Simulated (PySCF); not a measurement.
Electronic structure of Fe⁺ (iron, charge +1) at the PBE0 level

Configuration: [Ar] 3d6 4s1, high-spin 6D determinant. Computed with PySCF 2.14 in aug-cc-pVQZ-DK (9s8p6d4f3g2h, 140 functions), with scalar relativity by spin-free X2C-1e.

| Property | Result |
| --- | --- |
| Total energy | -1272.118 hartree |
| One-electron energy | -1747.775 hartree |
| Hartree (Coulomb) energy | 531.460 hartree |
| Exchange-correlation energy | -55.803 hartree |
| ⟨S²⟩ | 8.7510 |
| ⟨L²⟩ | 6.012 |
| Sum of ⟨r⟩ | 18.09 bohr |
| Sum of ⟨r²⟩ | 24.96 bohr² |
| Traceless quadrupole moment −½Σ⟨3z² − r²⟩ along its main axis | 0.381 e·bohr² |
| Langevin diamagnetic susceptibility | -19.8 ×10⁻⁶ cm³/mol |
| Time after the integrals | roughly 10 core-seconds |

```csv
shell,electrons,mean orbital energy (eV),spread (eV),"rms radius, mean of both spins (bohr)"
1s α,1,-7046.9,0,0.0675
1s β,1,-7046.9,0,0.0675
2s α,1,-844.28,0,0.289
2s β,1,-842.04,0,0.289
2p α,3,-719.73,0.882,0.261
2p β,3,-717.85,0.362,0.261
3s α,1,-110.39,0,0.872
3s β,1,-104.66,0,0.872
3p α,3,-74.975,1.822,0.934
3p β,3,-68.873,0.062,0.934
3d α,5,-19.801,2.057,1.25
3d β,1,-15.785,0,1.25
4s α,1,-13.754,0,2.87
```

Densities and radii are taken from the X2C orbitals without a picture-change correction, which distorts them close to the nucleus.
